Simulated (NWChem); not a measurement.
System: C$_{2}$H$_{7}$AlS; SMILES [CH3][AlH][S]C

```xyz
11

Al    -0.5384     0.8728     0.0000
H     -2.1143     0.6482     0.0000
C      0.3382     2.6273     0.0000
H      0.0417     3.2127     0.8804
H      0.0417     3.2127    -0.8804
H      1.4313     2.5559     0.0000
S      0.6973    -0.9406     0.0000
C     -0.5419    -2.3159     0.0000
H     -1.5672    -1.9390     0.0000
H     -0.3838    -2.9280     0.8904
H     -0.3838    -2.9280    -0.8904
```
Atoms are numbered in this order, from 1.

Results from NWChem. All runs use the structure optimised with B3LYP/6-31G* (spherical d).

For level LC-BLYP (range parameter 0.33 per bohr)/def2-SVP:

| Item | Result |
|---|---|
| highest occupied level (eV) | -9.11 |
| orbital gap (eV) | 10.14 |
| dipole (D) | 0.95 |

### Question
How do the values read with level BP86/def2-SVP instead?

### Answer
| Item | Result |
|---|---|
| highest occupied level (eV) | -5.88 |
| orbital gap (eV) | 4.32 |
| dipole (D) | 0.80 |
